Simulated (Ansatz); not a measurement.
The cluster V₂S₃. Total charge 0; singlet. Geometry PBE-D4/def2-SVP; atoms count from 1.

```xyz
5

V    -0.7185   -0.4753    0.4934
V     0.1030    0.8595   -0.4873
S     1.6532   -0.3398    0.9235
S    -2.0554    1.2819    0.0222
S     1.0177   -1.3263   -0.9519
```

No other spin state of charge 0 was run. Another isomer (singlet) lies 1.12 eV lower at PBE0-D4/def2-TZVP; other spin states weren't run for this one.

(1) Estimate the Mulliken populations from the PBE0/def2-TZVP orbitals of Ansatz.

(2) And the Mayer bond orders between bonded heavy atoms (over 0.3)?

Results:

(1) 
| atom | charge (e) | d electrons |
| --- | --- | --- |
| V1 | 0.59 | 3.79 |
| V2 | 0.59 | 3.79 |
| S3 | -0.29 | – |
| S4 | -0.59 | – |
| S5 | -0.29 | – |
Mulliken values and Mayer orders depend strongly on the basis.

(2) V1–V2 2.92 (1.85 Å); V1–S3 0.64 (2.41 Å); V1–S4 1.06 (2.26 Å); V1–S5 0.64 (2.41 Å); V2–S3 0.63 (2.41 Å); V2–S4 1.06 (2.26 Å); V2–S5 0.63 (2.41 Å); S3–S5 1.01 (2.21 Å).
